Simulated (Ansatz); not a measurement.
```yaml
crystal:
  periodic: [false, false, false]
  atoms:
    - {symbol: N, position_ang: [-1.452177, 1.195553, 0.663870]}
    - {symbol: Si, position_ang: [-0.904443, 0.639102, -0.891631]}
    - {symbol: Si, position_ang: [0.882334, -0.838585, -0.480849]}
    - {symbol: N, position_ang: [0.573035, -1.302745, 1.135340]}
    - {symbol: O, position_ang: [2.390281, -0.191599, -0.697730]}
    - {symbol: H, position_ang: [-0.809083, 1.719914, 1.237650]}
    - {symbol: H, position_ang: [-2.371143, 1.608038, 0.722940]}
    - {symbol: H, position_ang: [-2.062000, -0.076680, -1.497825]}
    - {symbol: H, position_ang: [-0.525994, 1.725368, -1.850251]}
    - {symbol: H, position_ang: [0.920622, -1.984351, -1.426928]}
    - {symbol: H, position_ang: [0.982077, -2.098912, 1.594299]}
    - {symbol: H, position_ang: [-0.242715, -0.945358, 1.606514]}
    - {symbol: H, position_ang: [2.639505, 0.515655, -0.100699]}
basis:
  gaussian: {orbitals: cc-pVDZ, fitting: {mean_field: def2-universal-jkfit}}
total_charge: 1
magnetization: {spin_polarized: true, initial_magnetization: 7}
hamiltonian: {xc: {name: revPBE}, dispersion: d3bjatm}
output: {forces: true}
```

```sh
$ ansatz run in.yaml --threads 4 --pin off --events-out ev --progress --plain --max-ram 10444MiB
```

Shortened log:

```
Functional definition: revPBE
631 factors; integrals over basis functions are off by at most 3.2e-1 eV
mean field evaluation 1: about -20857.3879 eV, gradient 7.5e1 eV
mean field evaluation 2: about -20581.3926 eV, gradient 1.7e2 eV
mean field evaluation 4: about -20873.9666 eV, gradient 3.1e1 eV
mean field evaluation 8: about -20879.6490 eV, gradient 1.5e1 eV
mean field evaluation 16: about -20881.6088 eV, gradient 3.2e0 eV
mean field evaluation 32: about -20880.6655 eV, gradient 1.2e1 eV
mean field evaluation 64: about -20881.6125 eV, gradient 8.2e-1 eV
mean field evaluation 96: about -20880.2775 eV, gradient 1.9e0 eV
mean field -20881.68174305 eV, -767.3876499449 hartree, gradient 5.4e-6 eV, S^2 15.756514; 10 other end points of the search recorded, 0 dependent functions left out
reference -20881.68180465 eV, -767.3876522085 hartree; 32, 25 occupied and 86, 93 virtual orbitals, 631 factors
Total energy: -20882.39845851 eV, -767.4139887523 hartree
Atom 0 at    -1.452177     1.195553     0.663870 Å, force    -1.018573     1.300003     2.004117 eV/Å
Atom 1 at    -0.904443     0.639102    -0.891631 Å, force     1.424703    -1.688028    -2.255063 eV/Å
Atom 2 at     0.882334    -0.838585    -0.480849 Å, force    -1.529683    -0.493042    -2.771716 eV/Å
Atom 3 at     0.573035    -1.302745     1.135340 Å, force     1.663691    -1.509580     1.620102 eV/Å
Atom 4 at     2.390281    -0.191599    -0.697730 Å, force     3.375776    -0.179818    -0.823489 eV/Å
Atom 5 at    -0.809083     1.719914     1.237650 Å, force     1.182574     0.568950     1.457032 eV/Å
Atom 6 at    -2.371143     1.608038     0.722940 Å, force    -1.901799     0.634174     0.389694 eV/Å
Atom 7 at    -2.062000    -0.076680    -1.497825 Å, force    -1.658951    -0.227607    -1.307978 eV/Å
Atom 8 at    -0.525994     1.725368    -1.850251 Å, force    -0.464410     1.497708    -1.133804 eV/Å
Atom 9 at     0.920622    -1.984351    -1.426928 Å, force     0.004919    -0.939170    -0.341698 eV/Å
Atom 10 at     0.982077    -2.098912     1.594299 Å, force     0.744796    -1.378381     1.083479 eV/Å
Atom 11 at    -0.242715    -0.945358     1.606514 Å, force    -2.215706     0.900308     1.296032 eV/Å
Atom 12 at     2.639505     0.515655    -0.100699 Å, force     0.392663     1.514481     0.783291 eV/Å
Dipole moment:    -0.262825     0.198294     1.017368 e Å
```

Q: What is wrong with this run?

A: The spin is set far too high for this molecule. The calculation finished and met its thresholds. The result belongs to that input, not to the molecule as meant.
